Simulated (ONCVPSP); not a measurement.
# What one change does to a pseudopotential (bromine, ONCV)

bromine (Br), optimised norm-conserving Vanderbilt (ONCV), made with ONCVPSP 4.0.1 (PBEsol, scalar-relativistic). Core [Ar] 3d10, reference 4s2 4p5. Waves: 4s: rc 1.50 bohr, ncon 3, nbas 6, qcut 3.7 1/bohr, 2 projectors, debl 1.6 Ha; 4p: rc 1.50 bohr, ncon 4, nbas 9, qcut 5.3 1/bohr, local. Local part: the p channel. Core correction: Teter function, fcfact 4.5, rcfact 1.7.

All-electron outer shells of the reference configuration (PBEsol, scalar-relativistic, ld1.x):

```tsv
shell	level (eV)	outermost node (bohr)	outermost maximum (bohr)
3p	-173.26	0.21	0.48
3d	-66.71	–	0.43
4s	-20.13	0.67	1.41
4p	-7.85	0.70	1.66
```

Change: s: qcut 5.

Cutoffs: the cutoffs (Ha) at which the residual kinetic energy of the hardest occupied pseudo-wave falls to 1 and 0.1 mHa per electron; they do not see the model core or the augmentation charge, which bear on the density cutoff. Errors are all-electron minus pseudo energies relative to the spin-unpolarised reference configuration.

Question: What does the change do?

Answer: The potential gets softer (36 Ha and 62 Ha → 12 Ha and 36 Ha); the errors of the 4 common tests hardly move; the range in which the s phases agree widens (upper end 3.2 → at the end of the scan); neither file shows a bound ghost.

```tsv
quantity	base	changed
cutoff, loose	36 Ha	12 Ha
cutoff, tight	62 Ha	36 Ha
loose cutoff by channel	s 36 Ha, p 12 Ha	s 12 Ha, p 12 Ha
bound ghosts	none	none
GHOST(+) flags under 300 eV	s at 92.9 eV	none
error for 4s2 4p4, meV [ΔE 12.55 eV]	-10	-9.9
error for 4s2 4p3, meV [ΔE 35.32 eV]	-68	-67
error for 4s2 4p2, meV [ΔE 69.33 eV]	-247	-248
error for 4s2 4p1, meV [ΔE 115.40 eV]	-667	-672
s: phases at 1.52 bohr within 0.05 rad from the reference energy up to (Ha; the scan ends near 5)	3.2	to the end of the scan
p: phases at 1.52 bohr within 0.05 rad from the reference energy up to (Ha; the scan ends near 5)	3.8	3.8
rms error of d²Exc/dni dnj with the model core, mHa	4.78	4.65
```
